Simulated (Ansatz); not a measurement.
Cost and result for the atomization energy of CH3AlBF, SMILES `[F][Al]1[BH][CH2]1` (7 atoms, 7 bonds).

```xyz
7

F    -1.162    1.053    2.206
Al   -0.008    0.213    1.385
B     0.941   -0.602   -0.128
C    -0.212    0.014   -0.776
H     1.873   -1.233   -0.493
H    -1.045    0.595   -0.341
H    -0.386   -0.041   -1.853
```

Total charge 0; spin multiplicity 1. The structure was optimised at the PBE0-D4/def2-TZVP level. Program: Ansatz. All runs use 2 threads of an Arm Neoverse V1 on a shared host. Times are those of one run each, without the atoms' runs, and a repeat can differ threefold. Electronic energies, without spin–orbit coupling; frozen cores. CCSD(T)/CBS adds CCSD(T) − MP2 in def2-TZVPP to the MP2 limit, and its time is that of the two runs behind it. T1 = 0.014. B3LYP takes the VWN-RPA correlation (the form of Gaussian; ORCA's B3LYP/G).

CCSD(T)/CBS is a level of theory with its own doubt, some kJ/mol a heavy atom from the limit and from the frozen cores, so smaller differences don't rank the functionals.

```tsv
level	functions	atomization (kJ/mol)	difference from CCSD(T)/CBS	per bond
BHLYP-D4/def2-TZVPP	177	2459.9	-86.5	-12.4
CCSD(T)/def2-SVP	75	2418.8	-127.6	-18.2
BLYP-D4/def2-TZVPP	177	2546.3	-0.1	0.0
PBE-D4/def2-TZVPP (with forces)	177	2612.7	66.3	9.5
r2SCANh-D4/def2-TZVPP	177	2559.8	13.4	1.9
revPBE-D4/def2-TZVPP	177	2539.8	-6.6	-0.9
B3LYP-D4/def2-TZVPP (with forces)	177	2542.0	-4.4	-0.6
PBE-QIDH/def2-TZVPP	177	2541.6	-4.8	-0.7
CCSD(T)/CBS(def2)	–	2546.4	0.0	0.0
MP2/def2-QZVPP	331	2594.9	48.5	6.9
CCSD(T)/def2-TZVPP	177	2482.6	-63.8	-9.1
CAM-B3LYP-D4/def2-TZVPP	177	2551.8	5.4	0.8
B2PLYP/def2-TZVPP	177	2528.2	-18.2	-2.6
```

Task: Order the runs by time, with rough figures. (Estimate.)

Result: The calculation gave: CCSD(T)/def2-SVP 1.5 s; revPBE-D4/def2-TZVPP 1.7 s; BLYP-D4/def2-TZVPP 1.8 s; PBE-D4/def2-TZVPP (with forces) 2.2 s; BHLYP-D4/def2-TZVPP 2.3 s; CAM-B3LYP-D4/def2-TZVPP 2.7 s; B3LYP-D4/def2-TZVPP (with forces) 3.1 s; B2PLYP/def2-TZVPP 4 s; r2SCANh-D4/def2-TZVPP 4 s; PBE-QIDH/def2-TZVPP 4.2 s; MP2/def2-QZVPP 13 s; CCSD(T)/def2-TZVPP 29 s; CCSD(T)/CBS(def2) 42 s.

From r2SCAN to r2SCAN0 (25 % exact exchange), in def2-TZVPP and without D4, the atomization energy moves by −52.4 kJ/mol: exact exchange takes away binding that semilocal exchange gives to molecules. The D4 term adds +17.1 kJ/mol with B3LYP and +8.7 kJ/mol with PBE0; it sums over pairs of atoms, weighted by their polarisabilities, and B3LYP, whose exchange is more repulsive, gets the larger term. In def2-TZVPP, CCSD(T) changes the Hartree–Fock value by +598.8 kJ/mol (the triples alone add +47.2 kJ/mol) and MP2 by +672.6 kJ/mol; breaking electron pairs costs correlation energy, which Hartree–Fock lacks.
